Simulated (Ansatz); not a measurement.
`OB([SiH3])N[SiH3]` + H₂ → `[SiH3]BN[SiH3]` + H₂O  (hydrogenolysis of a B–O bond)

Program: Ansatz. Geometries: PBE0-D4/def2-TZVP. ΔE: electronic, gas phase. CBS: MP2 limit from def2 TZ/QZ plus the TZ coupled-cluster correction, frozen cores. This one scheme is used for every species. DFT in def2-TZVPP. B3LYP here is the variant with VWN-RPA as its local correlation; programs differ in this. Each species was taken in one conformer, which may not be the lowest.

```json
{"level": "PBE-D4", "ΔE (kcal/mol)": "24.7", "difference from CCSD(T)/CBS": "1.1"}
{"level": "r2SCAN-D4", "ΔE (kcal/mol)": "26.4", "difference from CCSD(T)/CBS": "2.8"}
{"level": "PBE0-D4", "ΔE (kcal/mol)": "24.0", "difference from CCSD(T)/CBS": "0.4"}
{"level": "B3LYP-D4", "ΔE (kcal/mol)": "25.0", "difference from CCSD(T)/CBS": "1.4"}
{"level": "ωB97M-V", "ΔE (kcal/mol)": "24.9", "difference from CCSD(T)/CBS": "1.3"}
{"level": "B2PLYP", "ΔE (kcal/mol)": "24.7", "difference from CCSD(T)/CBS": "1.1"}
{"level": "r2SCAN", "ΔE (kcal/mol)": "26.2", "difference from CCSD(T)/CBS": "2.6"}
{"level": "PBE0", "ΔE (kcal/mol)": "23.6", "difference from CCSD(T)/CBS": "0.0"}
{"level": "B3LYP", "ΔE (kcal/mol)": "24.2", "difference from CCSD(T)/CBS": "0.6"}
{"level": "MP2/def2-TZVPP", "ΔE (kcal/mol)": "25.2", "difference from CCSD(T)/CBS": "1.6"}
{"level": "SCS-MP2/def2-TZVPP", "ΔE (kcal/mol)": "24.4", "difference from CCSD(T)/CBS": "0.8"}
{"level": "CCSD(T)/def2-TZVPP", "ΔE (kcal/mol)": "24.1", "difference from CCSD(T)/CBS": "0.5"}
{"level": "HF/def2-QZVPP", "ΔE (kcal/mol)": "22.8", "difference from CCSD(T)/CBS": "-0.8"}
{"level": "MP2/def2-QZVPP", "ΔE (kcal/mol)": "24.9", "difference from CCSD(T)/CBS": "1.3"}
{"level": "HF/CBS(def2)", "ΔE (kcal/mol)": "22.8", "difference from CCSD(T)/CBS": "-0.8"}
{"level": "MP2/CBS(def2)", "ΔE (kcal/mol)": "24.7", "difference from CCSD(T)/CBS": "1.1"}
{"level": "CCSD(T)/CBS", "ΔE (kcal/mol)": "23.6", "difference from CCSD(T)/CBS": "0"}
```

Largest T1 diagnostic among the species: 0.014.

The D4 term adds +0.8 kcal/mol with B3LYP and +0.4 kcal/mol with PBE0; it sums over pairs of atoms, weighted by their polarisabilities, and B3LYP, whose exchange is more repulsive, gets the larger term. In def2-TZVPP, CCSD(T) changes the Hartree–Fock value by +1.2 kcal/mol (the triples alone add +0.7 kcal/mol) and MP2 by +2.3 kcal/mol.
